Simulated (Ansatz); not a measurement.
Rb3Cl4. Total charge 0; doublet. Geometry PBE0-D4/def2-SVP, basis def2-TZVP, Ansatz.

Cartesian coordinates in Å:
```
Rb 1.802 0.771 0.080
Rb -1.810 1.191 -2.419
Rb -0.575 -2.178 2.337
Cl -0.866 -1.484 -0.828
Cl 0.915 2.347 -2.412
Cl -1.653 0.474 0.764
Cl 2.186 -1.121 2.478
```

| run | HOMO (eV) | LUMO (eV) |
| --- | --- | --- |
| A | -5.45 | -5.14 |
| B | -6.48 | -4.35 |
| C | -5.24 | -5.16 |
| D | -6.08 | -4.73 |
| E | -5.48 | -5.43 |

In the def2 sets Rb takes a core potential; there is no spin–orbit coupling. HSE06 is defined as in plane-wave codes, on full-range PBE exchange. HOMO above LUMO, or a gap near zero within one spin, warns that the state may not be the lowest or that an electron is smeared out. In the doublet, Cl4 and Cl6 lie 2.64 Å apart (atoms count from 1), so these atoms are partly bonded to each other. Another isomer (doublet) lies 0.03 eV lower at PBE0-D4/def2-TZVP; other spin states weren't run for this one.

HOMO and LUMO are taken over both spins.

The runs used HSE06, LDA (SPW92), PBE, PBE0, r2SCAN. Estimate which is which.

A r2SCAN (0 % exact exchange); B PBE0 (25 % exact exchange); C PBE (0 % exact exchange); D HSE06 (range-separated); E LDA (SPW92) (0 % exact exchange). Exact exchange lowers occupied and raises empty levels; among semilocal functionals meta-GGAs tend to open the gap a little, and such runs are hard to tell apart. The gap grows from 0.06 eV (LDA (SPW92)) to 2.12 eV (PBE0). At PBE-D4/def2-TZVP, LDA (SPW92)/def2-TZVP the gap within one spin of the charge 0 doublet nearly closes, so an electron or hole may be smeared out by delocalisation error.
